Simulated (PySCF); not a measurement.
AlH₅OSi, SMILES [AlH2][O][SiH3]. Atoms are numbered in the order given.

```xyz
8

Al    -0.3114     0.3134     1.6817
H     -1.8319     0.5366     2.0473
H      0.8675     0.3620     2.7304
O      0.0823     0.0048     0.0758
Si     0.2465    -0.2789    -1.5142
H      1.1236     0.7545    -2.1255
H     -1.0766    -0.2431    -2.1939
H      0.8559    -1.6181    -1.7295
```
Charge 0, spin multiplicity 1.

Coordinates come from a PBE0-D3(BJ)/def2-TZVP optimisation.

These are PBE0/pcSseg-1 in PySCF values and carry that method's errors.

GIAO shieldings, no solvent; atoms alike by connectivity are averaged. δ = σ(ref) − σ: ¹H against TMS (σ = 31.56 ppm); ¹⁷O against H2O (σ = 334.2 ppm); ²⁹Si against TMS (σ = 352.7 ppm), references at their B3LYP-D3(BJ)/def2-TZVP geometries, non-relativistic.

```tsv
nucleus	atoms	count	δ (ppm)
¹H	H6, H7, H8	3	5.36
¹H	H2, H3	2	4.84
¹⁷O	O4	1	63.7
²⁹Si	Si5	1	-43.7
```
